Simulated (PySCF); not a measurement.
Order these species by their calculated properties.

Species are written as SMILES; each is one conformer at its optimised geometry, gas phase, non-relativistic unless stated. Electronic properties by PySCF.

Dipoles, sizes and rotational constants follow the conformer. The torsions of the flexible species, by atom-mapped SMILES:
- `[CH3:1][NH:2][Si@H:3]1[CH2:4][Si@@H:5]([NH2:6])[CH2:7]1`: C1–N2–Si3–C4 -179°, H–N6–Si5–C4 161°, H–N6–Si5–C4 -65°
- `[CH3:1]/[CH:2]=[N:3]\[SiH2:4][N:5]([CH3:6])[SiH3:7]`: C2–N3–Si4–N5 134°, N3–Si4–N5–C6 43°
- `[CH2:1]=[CH:2][SiH2:3][NH:4][SiH2:5][NH:6][CH3:7]`: C1–C2–Si3–N4 15°, C2–Si3–N4–Si5 -174°, Si3–N4–Si5–N6 176°, N4–Si5–N6–C7 177°
- `[CH2:1]=[CH:2][CH2:3][Si@H:4]([NH2:5])[NH:6][SiH3:7]`: C1–C2–C3–Si4 104°, C2–C3–Si4–N5 66°, C3–Si4–N6–Si7 172°, H–N5–Si4–C3 56°, H–N5–Si4–C3 -85°
- `[CH2:1]=[C:2]([CH3:3])[SiH2:4][NH:5][SiH2:6][NH2:7]`: C1–C2–Si4–N5 14°, C2–Si4–N5–Si6 -172°, Si4–N5–Si6–N7 173°, H–N7–Si6–N5 175°, H–N7–Si6–N5 -51°
- `[F:1][C:2]([F:3])([F:4])[c:5]1[cH:6][cH:7][nH:8][cH:9]1`: F1–C2–C5–C6 33°
- `[CH2:1]=[N:2][Si@:3]([CH3:4])([NH2:5])[PH2:6]`: C1–N2–Si3–C4 -126°, H–N5–Si3–N2 -72°, H–N5–Si3–N2 64°, H–P6–Si3–N2 -168°, H–P6–Si3–N2 -75°

The conformers of `CN1[SiH2]CNC[SiH2]1` aren't listed.

Task: Rank by lowest triplet excitation (Tamm–Dancoff), highest first (TDA CAM-B3LYP/def2-SVPD at GFN2-xTB geometries).
A. `C=C[SiH2]N[SiH2]NC`
B. `CN1[SiH2]CNC[SiH2]1`
C. `C/C=N\[SiH2]N(C)[SiH3]`
D. `CN[Si@H]1C[Si@@H](N)C1`

Result: D (5.77 eV), B (4.94 eV), A (4.33 eV), C (3.74 eV).

Task: Rank by lowest singlet excitation, lowest first (TDDFT CAM-B3LYP/def2-SVPD at GFN2-xTB geometries).
A. `N([Si@@H](N)CC=C)[SiH3]`
B. `C=C(C)[SiH2]N[SiH2]N`
C. `CN1[SiH2]CNC[SiH2]1`
D. `C=C[SiH2]N[SiH2]NC`

Result: C (5.18 eV), D (6.07 eV), A (6.38 eV), B (6.56 eV).

Task: By how much do the two ends of that ranking differ?

Result: By 1.38 eV, between `C=C(C)[SiH2]N[SiH2]N` and `CN1[SiH2]CNC[SiH2]1`.

Task: Rank by HOMO–LUMO gap, highest first (CAM-B3LYP/def2-SVPD at GFN2-xTB geometries).
A. `C=CC[Si@H](N)N[SiH3]`
B. `CN1[SiH2]CNC[SiH2]1`
C. `C=C[SiH2]N[SiH2]NC`
D. `C/C=N\[SiH2]N(C)[SiH3]`
E. `C=C(C)[SiH2]N[SiH2]N`

Result: E (9.69 eV), A (9.25 eV), C (8.95 eV), D (8.63 eV), B (8.29 eV).

Task: Rank by electronic spatial extent ⟨r²⟩ about the centre of nuclear charge, lowest first (CAM-B3LYP/def2-SVPD at GFN2-xTB geometries).
A. `C=C[SiH2]N[SiH2]NC`
B. `C/C=N\[SiH2]N(C)[SiH3]`
C. `C=CC[Si@H](N)N[SiH3]`
D. `CN[Si@H]1C[Si@@H](N)C1`
E. `C=C(C)[SiH2]N[SiH2]N`

Result: D (1390 bohr²), C (1472 bohr²), B (1616 bohr²), E (1790 bohr²), A (1874 bohr²).

Task: Give the two extremes of that set in Å².

Result: `CN[Si@H]1C[Si@@H](N)C1`: 389 Å²; `C=C[SiH2]N[SiH2]NC`: 525 Å².

Task: Rank by HOMO energy, lowest first (CAM-B3LYP/def2-SVPD at GFN2-xTB geometries).
A. `C=C[SiH2]N[SiH2]NC`
B. `N[Si@H]1C[Si@H](C1)NC`
C. `C=C(C)[SiH2]N[SiH2]N`
D. `C/C=N\[SiH2]N(C)[SiH3]`
E. `CN1[SiH2]CNC[SiH2]1`

Result: C (-8.69 eV), A (-8.22 eV), D (-8.02 eV), B (-7.84 eV), E (-7.27 eV).

Task: Give the two extremes of that set in hartree.

Result: `C=C(C)[SiH2]N[SiH2]N`: -0.319 Eh; `CN1[SiH2]CNC[SiH2]1`: -0.267 Eh.

Task: Rank by smallest rotational constant, highest first (GFN2-xTB).
A. `C=CC[Si@H](N)N[SiH3]`
B. `C=N[Si@](C)(N)P`
C. `C/C=N\[SiH2]N(C)[SiH3]`
D. `c1(C(F)(F)F)c[nH]cc1`
E. `C=C[SiH2]N[SiH2]NC`

Result: B (1.492 GHz), D (1.041 GHz), A (0.845 GHz), C (0.753 GHz), E (0.610 GHz).

Task: By how much do the two ends of that ranking differ?

Result: By 0.882 GHz, between `C=N[Si@](C)(N)P` and `C=C[SiH2]N[SiH2]NC`.
